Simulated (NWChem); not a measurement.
System: C5H5FSi; SMILES C#CC([SiH3])=C=CF

The following NWChem deck was run.

```
start job
memory heap 200 mb stack 900 mb global 1100 mb
geometry units angstroms noautoz
  C     -2.257343    -1.965704     0.149930
  C     -1.302744    -1.228782     0.039540
  C     -0.118777    -0.439179    -0.079093
  Si     1.550374    -1.339149     0.077880
  C     -0.145857     0.864199    -0.287681
  C     -0.129367     2.146828    -0.529973
  F     -0.124428     3.081321     0.451360
  H     -3.117462    -2.588802     0.244315
  H      1.650379    -2.380798    -0.977504
  H      2.643442    -0.348293    -0.078297
  H      1.637592    -1.995115     1.408056
  H     -0.121677     2.584549    -1.524006
end
basis spherical
  * library def2-svp
end
dft
  xc b3lyp
  iterations 150
  mulliken
end
task dft energy
```

Excerpt of the output:

```
             Northwest Computational Chemistry Package (NWChem) 7.3.0
             --------------------------------------------------------

 C1  symmetry detected

                             Geometry "geometry" -> ""
                             -------------------------

 Output coordinates in angstroms (scale by  1.889725989 to convert to a.u.)

  No.       Tag          Charge          X              Y              Z
 ---- ---------------- ---------- -------------- -------------- --------------
    1 C                    6.0000    -2.22418698    -2.00496089     0.12593046
    2 C                    6.0000    -1.27877115    -1.25491722     0.02531910
    3 C                    6.0000    -0.10465871    -0.44912668    -0.08185425
    4 Si                  14.0000     1.57527440    -1.32783749     0.08045290
    5 C                    6.0000    -0.14771924     0.85489805    -0.28360106
    6 C                    6.0000    -0.14673693     2.13893446    -0.51889666
    7 F                    9.0000    -0.16006932     3.06804895     0.46745244
    8 H                    1.0000    -3.07654193    -2.63985834     0.21172439
    9 H                    1.0000     1.69540304    -2.36230882    -0.97988064
   10 H                    1.0000     2.65606161    -0.32180917    -0.06373642
   11 H                    1.0000     1.66314819    -1.98983560     1.40759391
   12 H                    1.0000    -0.13885056     2.58213000    -1.51049937

 Effective nuclear repulsion energy (a.u.)     291.4378428410

                                 NWChem DFT Module
                                 -----------------

 Summary of "ao basis" -> "ao basis" (spherical)
 ------------------------------------------------------------------------------
       Tag                 Description            Shells   Functions and Types
 ---------------- ------------------------------  ------  ---------------------
 C                          def2-svp                 6       14   3s2p1d
 Si                         def2-svp                 8       18   4s3p1d
 F                          def2-svp                 6       14   3s2p1d
 H                          def2-svp                 3        5   2s1p

            General Information
            -------------------
          SCF calculation type: DFT
          Wavefunction type:  closed shell.
          No. of atoms     :    12
          No. of electrons :    58
           Alpha electrons :    29
            Beta electrons :    29
          Charge           :     0
          Spin multiplicity:     1
          Use of symmetry is: off; symmetry adaption is: off
          Maximum number of iterations: 150
          AO basis - number of functions:   127
                     number of shells:    59
          Convergence on energy requested:  1.00D-06
          Convergence on density requested:  1.00D-05
          Convergence on gradient requested:  5.00D-04

              XC Information
              --------------
                         B3LYP Method XC Potential
                     Hartree-Fock (Exact) Exchange  0.200
                        Slater Exchange Functional  0.800 local
                    Becke 1988 Exchange Functional  0.720 non-local
              Lee-Yang-Parr Correlation Functional  0.810
                  VWN I RPA Correlation Functional  0.190 local

             Grid Information
             ----------------
          Grid used for XC integration:  medium
          Radial quadrature: Mura-Knowles
          Angular quadrature: Lebedev.
          Tag              B.-S. Rad. Rad. Pts. Rad. Cut. Ang. Pts.
          ---              ---------- --------- --------- ---------
          C                   0.70       49          13.0       434
          Si                  1.10       88          12.0       590
          F                   0.50       49          14.0       434
          H                   0.35       45          14.0       434
          Grid pruning is: on
          Number of quadrature shells:   607
          Spatial weights used:  Erf1

      Superposition of Atomic Density Guess
      -------------------------------------

 Sum of atomic energies:        -578.65150340

      Non-variational initial energy
      ------------------------------

 Total energy =    -582.045912
 1-e energy   =   -1373.076072
 2-e energy   =     499.592317
 HOMO         =      -0.266269
 LUMO         =      -0.059218

     ---------------------------------------------
      Total Density - Mulliken Population Analysis
     ---------------------------------------------

    Atom       Charge   Shell Charges
 -----------   ------   -------------------------------------------------------
    1 C    6     6.41   1.99  0.99  0.64  1.95  0.81  0.03
    2 C    6     5.78   1.99  0.97  0.22  1.91  0.64  0.04
    3 C    6     6.29   1.99  0.96  0.26  1.91  1.13  0.04
    4 Si  14    13.48   2.00  1.99  1.00  0.27  5.94  1.11  1.04  0.13
    5 C    6     5.97   1.99  0.99  0.28  1.93  0.74  0.03
    6 C    6     5.70   1.99  0.91  0.34  1.70  0.71  0.07
    7 F    9     9.39   1.99  1.14  0.77  3.43  2.05  0.00
    8 H    1     0.88   0.63  0.22  0.03
    9 H    1     1.07   0.70  0.36  0.01
   10 H    1     1.07   0.70  0.37  0.01
   11 H    1     1.07   0.70  0.36  0.01
   12 H    1     0.91   0.67  0.21  0.02

   convergence    iter        energy       DeltaE   RMS-Dens  Diis-err
 ---------------- ----- ----------------- --------- --------- ---------
 d= 0,ls=0.0,diis     1   -582.3435521357 -8.74D+02  1.27D-02  7.30D-01
 d= 0,ls=0.0,diis     2   -582.3649908639 -2.14D-02  6.04D-03  6.76D-01
 d= 0,ls=0.0,diis     3   -582.4251205602 -6.01D-02  2.08D-03  1.01D-01
 d= 0,ls=0.0,diis     4   -582.4320186799 -6.90D-03  9.30D-04  2.83D-02
 d= 0,ls=0.0,diis     5   -582.4352994791 -3.28D-03  3.06D-04  2.45D-03
  Resetting Diis
 d= 0,ls=0.0,diis     6   -582.4356017185 -3.02D-04  7.92D-05  1.39D-04
 d= 0,ls=0.0,diis     7   -582.4356190122 -1.73D-05  5.51D-05  1.31D-05
 d= 0,ls=0.0,diis     8   -582.4356148081  4.20D-06  3.76D-05  4.30D-05
 d= 0,ls=0.0,diis     9   -582.4356207374 -5.93D-06  4.25D-06  2.86D-07
 d= 0,ls=0.0,diis    10   -582.4356207770 -3.96D-08  9.01D-07  2.08D-08

         Total DFT energy =     -582.435620777004
      One electron energy =    -1377.589110982677
           Coulomb energy =      563.938626865746
    Exchange-Corr. energy =      -60.222979501036
 Nuclear repulsion energy =      291.437842840962

 Numeric. integr. density =       57.999986911367

                       DFT Final Molecular Orbital Analysis
                       ------------------------------------

 Vector   27  Occ=2.000000D+00  E=-2.885576D-01
              MO Center= -1.5D+00, -1.4D+00,  5.2D-02, r^2= 2.8D+00
   Bfn.  Coefficient  Atom+Function         Bfn.  Coefficient  Atom+Function
  ----- ------------  ---------------      ----- ------------  ---------------
     5      0.324405   1 C  py               19      0.307802   2 C  py
     4     -0.261200   1 C  px               18     -0.233313   2 C  px
     8      0.193896   1 C  py               22      0.165113   2 C  py
     7     -0.161003   1 C  px               21     -0.145939   2 C  px
    64      0.110339   5 C  px               50     -0.095346   4 Si px

 Vector   28  Occ=2.000000D+00  E=-2.672764D-01
              MO Center= -1.0D+00, -6.4D-01, -4.4D-02, r^2= 4.0D+00
   Bfn.  Coefficient  Atom+Function         Bfn.  Coefficient  Atom+Function
  ----- ------------  ---------------      ----- ------------  ---------------
     6      0.351186   1 C  pz               66     -0.319425   5 C  pz
    20      0.270776   2 C  pz               34     -0.229572   3 C  pz
     9      0.222807   1 C  pz               69     -0.209858   5 C  pz
    23      0.167852   2 C  pz               37     -0.155446   3 C  pz
    93      0.083333   7 F  py              123     -0.081738  12 H  s

 Vector   29  Occ=2.000000D+00  E=-2.659230D-01
              MO Center= -7.0D-02,  1.1D+00, -2.3D-01, r^2= 3.3D+00
   Bfn.  Coefficient  Atom+Function         Bfn.  Coefficient  Atom+Function
  ----- ------------  ---------------      ----- ------------  ---------------
    78      0.377651   6 C  px               64      0.361157   5 C  px
    92      0.276470   7 F  px               67      0.273815   5 C  px
    95     -0.215399   7 F  px               81      0.202046   6 C  px
    35     -0.150445   3 C  px               32     -0.144575   3 C  px
    50      0.110685   4 Si px               18      0.109547   2 C  px

 Vector   30  Occ=0.000000D+00  E=-6.506387D-02
              MO Center= -4.8D-01,  4.7D-02, -1.4D-01, r^2= 4.4D+00
   Bfn.  Coefficient  Atom+Function         Bfn.  Coefficient  Atom+Function
  ----- ------------  ---------------      ----- ------------  ---------------
    69     -0.402266   5 C  pz               66     -0.400129   5 C  pz
    37      0.370442   3 C  pz               34      0.320476   3 C  pz
     9     -0.296230   1 C  pz                6     -0.257897   1 C  pz
   124     -0.204309  12 H  s                91      0.161552   7 F  s
    23      0.140499   2 C  pz               82     -0.137689   6 C  py

 Vector   31  Occ=0.000000D+00  E=-3.173291D-03
              MO Center=  9.3D-02,  3.0D-01, -2.0D-01, r^2= 5.8D+00
   Bfn.  Coefficient  Atom+Function         Bfn.  Coefficient  Atom+Function
  ----- ------------  ---------------      ----- ------------  ---------------
    53      0.579501   4 Si px               81     -0.465974   6 C  px
    67      0.421669   5 C  px               31      0.389538   3 C  s
    78     -0.387332   6 C  px               64      0.348530   5 C  px
    46     -0.332775   4 Si s                45     -0.295680   4 Si s
    54     -0.239198   4 Si py               21      0.226358   2 C  px

 Vector   32  Occ=0.000000D+00  E= 2.112219D-02
              MO Center= -2.7D-01, -9.3D-01, -1.0D-02, r^2= 6.0D+00
   Bfn.  Coefficient  Atom+Function         Bfn.  Coefficient  Atom+Function
  ----- ------------  ---------------      ----- ------------  ---------------
    54      0.793257   4 Si py              114     -0.611051  10 H  s
     8     -0.435895   1 C  py               21     -0.368454   2 C  px
   109      0.339831   9 H  s               119      0.327834  11 H  s
    17      0.283948   2 C  s                19      0.283927   2 C  py
     3     -0.280029   1 C  s                 5     -0.250080   1 C  py

     ---------------------------------------------
      Total Density - Mulliken Population Analysis
     ---------------------------------------------

    Atom       Charge   Shell Charges
 -----------   ------   -------------------------------------------------------
    1 C    6     6.40   1.99  0.92  0.73  2.03  0.72  0.02
    2 C    6     5.60   1.99  0.92  0.19  2.06  0.41  0.03
    3 C    6     6.33   1.99  0.93  0.28  2.12  0.98  0.04
    4 Si  14    13.51   2.00  1.98  1.06  0.18  5.93  1.31  0.88  0.17
    5 C    6     5.79   1.99  0.94  0.28  2.04  0.51  0.03
    6 C    6     5.99   1.99  0.91  0.32  2.03  0.67  0.07
    7 F    9     9.21   1.99  1.14  0.78  3.35  1.94  0.01
    8 H    1     0.99   0.74  0.22  0.03
    9 H    1     1.08   0.74  0.32  0.01
   10 H    1     1.08   0.75  0.33  0.01
   11 H    1     1.08   0.74  0.32  0.01
   12 H    1     0.96   0.74  0.19  0.02

     -------------------------------------------
      Total Density - Lowdin Population Analysis
     -------------------------------------------

    Atom       Charge   Shell Charges
 -----------   ------   -------------------------------------------------------
    1 C    6     6.05   1.97  0.62  0.35  1.83  1.22  0.05
    2 C    6     6.02   1.97  0.63  0.30  1.86  1.18  0.08
    3 C    6     6.20   1.97  0.61  0.32  1.93  1.27  0.09
    4 Si  14    13.49   2.00  1.93  0.67  0.33  5.82  1.31  1.17  0.27
    5 C    6     6.02   1.97  0.65  0.29  1.86  1.16  0.08
    6 C    6     5.94   1.96  0.59  0.31  1.83  1.08  0.17
    7 F    9     9.08   1.98  1.02  0.74  3.22  2.12  0.01
    8 H    1     0.96   0.61  0.28  0.08
    9 H    1     1.09   0.65  0.42  0.02
   10 H    1     1.09   0.65  0.42  0.02
   11 H    1     1.09   0.65  0.42  0.02
   12 H    1     0.97   0.63  0.26  0.07

     Multipole analysis of the density
     ---------------------------------

     L   x y z        total         alpha         beta         nuclear
     -   - - -        -----         -----         ----         -------
     0   0 0 0     -0.000000    -29.000000    -29.000000     58.000000

     1   1 0 0      0.031511      0.015755      0.015755     -0.000000
     1   0 1 0     -0.413333     -0.206666     -0.206666      0.000000
     1   0 0 1     -0.401843     -0.200921     -0.200921     -0.000000

     2   2 0 0    -33.282594   -189.785021   -189.785021    346.287448
     2   1 1 0      1.972725      1.135997      1.135997     -0.299269
     2   1 0 1     -0.100308     -0.147414     -0.147414      0.194519
     2   0 2 0    -35.809389   -373.750467   -373.750467    711.691544
     2   0 1 1     -2.929765      4.091522      4.091522    -11.112808
     2   0 0 2    -35.778555    -34.970581    -34.970581     34.162607
```

Level: B3LYP/def2-SVP. All runs use the structure optimised with B3LYP/6-31G* (spherical d).
